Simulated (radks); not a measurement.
The aluminium ion Al2+, 11 electrons, occupied as [He] 2s2 2p4 3s1 4f2 (not the ground configuration).

Method: non-relativistic Kohn-Sham, OLYP, spin-polarised, spherical densities, point nucleus; open shells are filled with parallel spins first; computed with a radial shooting solver on a logarithmic mesh with Libxc functionals.

Energy parts (eV):
part                      energy
total                  -6351.646
kinetic                 6344.423
electron-nucleus      -14517.693
Hartree                 2263.877
exchange-correlation    -442.253

Orbitals (lengths in bohr, moments of r in powers of bohr; <r^-3> diverges for s and p1/2):
| orbital | occ. | eigenvalue (eV) | <1/r> | <r^-3> |
|---|---|---|---|---|
| 1s up | 1 | -1605.042 | 12.58 | - |
| 1s down | 1 | -1601.742 | 12.60 | - |
| 2s up | 1 | -185.0278 | 2.506 | - |
| 2s down | 1 | -177.6405 | 2.461 | - |
| 2p up | 3 | -149.4058 | 2.415 | 42.97 |
| 2p down | 1 | -140.7116 | 2.367 | 41.26 |
| 3s up | 1 | -42.4162 | 0.7944 | - |
| 3p up | 0 | -33.9190 | 0.7309 | 5.584 |
| 4s up | 0 | -15.3857 | 0.3429 | - |
| 4f up | 2 | -7.5468 | 0.2431 | 0.02349 |

The highest occupied level is 4f up at -7.547 eV. The configuration is held as typed, so some empty levels lie below it. The spin density at the nucleus is 6.992 e/bohr^3 (1s -2.472, 2s 2.171, 3s 7.293), a Fermi contact field of 367 T. Virial ratio -V/T = 2.00114. Summed over all electrons, <r^2> = 55.10 bohr^2, which gives a Langevin (diamagnetic) susceptibility term of -43.6 x 10^-6 cm^3/mol. The electron density at the nucleus is 1420 e/bohr^3. The density falls to 0.001 e/bohr^3 at r = 5.49 bohr. Spin moment in Bohr magnetons: 5.
